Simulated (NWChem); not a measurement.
## Basis-set convergence for H4BF2N

```xyz
8

B     -0.4148     0.2513     0.0000
H     -0.9711     1.3446     0.0000
F     -0.5690    -0.4886    -1.1501
F     -0.5690    -0.4886     1.1501
N      1.2242     0.6003     0.0000
H      1.4836     1.1342     0.8297
H      1.4836     1.1342    -0.8297
H      1.7503    -0.2765     0.0000
```
Charge 0, spin multiplicity 1.

All runs are NWChem calculations. The geometry was optimised at PBE0/def2-SVP, a minimum by its harmonic frequencies.

Quantity: vertical ionisation energy at the level ΔMP2 (Δ: difference of total energies, the cation a doublet at the parent's geometry with its hole in an orbital of symmetry a' (Cs labels); it is the state that the SCF runs reached, from PBE0 orbitals for Hartree-Fock references, and need not be the lowest).

The correlated methods keep 4 core orbitals frozen. The Pople sets run with spherical d functions. The structure started from a generated list of species. No SCF solution was tested for a lower state. Open-shell Hartree-Fock references start from PBE0 orbitals; any time given for them includes that run.

Costs are rough ratios of processor time within this set of runs, SCF included, with 6-31+G* as 1.

```json
[
 {"basis": "6-31+G*", "functions": "80", "vertical ionisation energy (eV)": "11.25", "relative cost": "1"},
 {"basis": "6-311G**", "functions": "96", "vertical ionisation energy (eV)": "?", "relative cost": "under 3"},
 {"basis": "6-311++G**", "functions": "116", "vertical ionisation energy (eV)": "11.39", "relative cost": "under 3"},
 {"basis": "def2-SVPD", "functions": "118", "vertical ionisation energy (eV)": "?", "relative cost": "under 3"},
 {"basis": "aug-cc-pVDZ", "functions": "128", "vertical ionisation energy (eV)": "11.40", "relative cost": "4"},
 {"basis": "pcseg-2", "functions": "176", "vertical ionisation energy (eV)": "?", "relative cost": "10"},
 {"basis": "def2-TZVPP", "functions": "180", "vertical ionisation energy (eV)": "11.48", "relative cost": "10"},
 {"basis": "def2-TZVPD", "functions": "190", "vertical ionisation energy (eV)": "11.47", "relative cost": "20"}
]
```

Some entries are withheld; supply them.


- 6-311G**, vertical ionisation energy (eV): 11.22
- def2-SVPD, vertical ionisation energy (eV): 11.45
- pcseg-2, vertical ionisation energy (eV): 11.52
